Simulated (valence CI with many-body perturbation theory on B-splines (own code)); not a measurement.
Results of a calculation; reference values are marked as such.
# Sensitivity of CI+MBPT for Tc10+

Method: valence CI with perturbative core correlation (CI+MBPT): five valence electrons over a frozen Dirac-Fock core [Ar] 3d10, a basis of 6 s, 6 p, 5 d, 3 f, 1 g functions for each j, with the one-electron correlation potential Σ1, the two-electron term Σ2, the three-electron term Σ3, Breit, model QED; selected CI, second order for the rest, scaled by the run's own slope (own B-spline code, finite nucleus).

No measured levels were compared; by estimate levels hold to about 250 cm⁻¹ or 0.2 % of their energy and the worst to 1 %, as in measured heavy ions of charge 2 to 7; those with d or f electrons hold less well. Among the levels kept, up to 930 cm⁻¹ of a level comes from second order outside the variational space, and about a tenth of that is noise between levels of different J, which matters for small intervals.

The reference run has the lowest level 4s2.4p3 4S°_3/2 and an ionisation energy of 214.988 eV. Its largest variational space holds 9989 state functions.

Names give the largest LS component (configuration and term), which can be under half, so a name can repeat, a term be missing and a line seem to break the LS rules; names also repeat where a configuration has a term twice.

Changed runs:
A. Breit term on → off
B. three-electron term on → off; averaging of valence orbitals over low configurations on → off
C. cutoff of virtual states (hartree) 3698 → 12000; shift of the energy in Σ1 (hartree) 0 → -3.75
D. start configuration 4s2 4p3 → 4s2 4p4 (bad on purpose)

Excitation energies of the reference run in cm⁻¹, and shifts in cm⁻¹:

```csv
Level,Reference,A,B,C
4s2.4p3 2D°_3/2,29556,+142,+86,-22
4s2.4p3 2D°_5/2,39750,+313,+85,-36
4s2.4p3 2P°_1/2,60826,+282,+193,-43
4s2.4p3 2P°_3/2,79758,+714,+146,-81
4s.4p4 4P_5/2,243840,-18,-104,-111
4s.4p4 4P_3/2,261597,+241,-112,-138
4s.4p4 4P_1/2,266587,+252,-93,-141
4s.4p4 2D_3/2,300266,+215,-11,-147
4s.4p4 2D_5/2,306511,+399,-16,-161
4s.4p4 2S_1/2,340832,+254,+146,-165
4s.4p4 2P_3/2,345624,+417,+9.1,-174
4s.4p4 2P_1/2,373026,+819,+58,-214
Ionisation energy (eV),214.988,+0.058,+0.116,-0.159
```

Run D: It gave no result: the electrons of core and valence do not add up to the charge. The program said: "core and valence hold 34 electrons, the ion has 33".
